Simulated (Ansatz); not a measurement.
System: FeH (charge 0, sextet). The spin state was set by rule; other spins were not relaxed. 
Coordinates optimised at B3LYP-D3(BJ)/def2-TZVP (Ansatz, a quantum-chemistry and plane-wave program):
```xyz
2

Fe     0.0000     0.0000    -0.0627
H      0.0000     0.0000     1.6303
```
Charge 0, spin multiplicity 6.

Computed values are from Ansatz. Cores are frozen in the correlated levels unless marked. UHF or UKS for open shells. No spin-orbit coupling. The frozen core is the preceding noble-gas configuration, with the filled d and f shells of earlier blocks. Non-relativistic. CBS(X,Y): correlation extrapolated as X^-3; Hartree-Fock from the larger set.

What is the T1 diagnostic at CCSD/def2-QZVPPD?

0.030.

What is the atomisation energy De at CCSD(T)/CBS(def2-TZVPPD,def2-QZVPPD)?

41.1 kcal/mol.

What is the dipole moment at CCSD(T)/def2-SVPD?

1.05 D.

What is the total energy at CCSD(T)/CBS(def2-TZVPPD,def2-QZVPPD)?

-1263.2358 Eh.
